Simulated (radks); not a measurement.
Question: Method: non-relativistic Kohn-Sham, PBE, spin-unpolarised, spherical densities, point nucleus; computed with a radial shooting solver on a logarithmic mesh with Libxc functionals. Response by self-consistent Sternheimer equations with the Hartree and adiabatic LDA kernel. Rank As3+, Se4+, Ga+, Sr8+, Kr6+, Ge2+, Rb7+, Zn, Br5+ (NIST ground configurations) by static dipole polarisability, largest first.

Answer: Zn 40.44, Ga+ 18.21, Ge2+ 10.66, As3+ 7.041, Se4+ 4.997, Br5+ 3.720, Kr6+ 2.867, Rb7+ 2.269, Sr8+ 1.834 bohr^3.
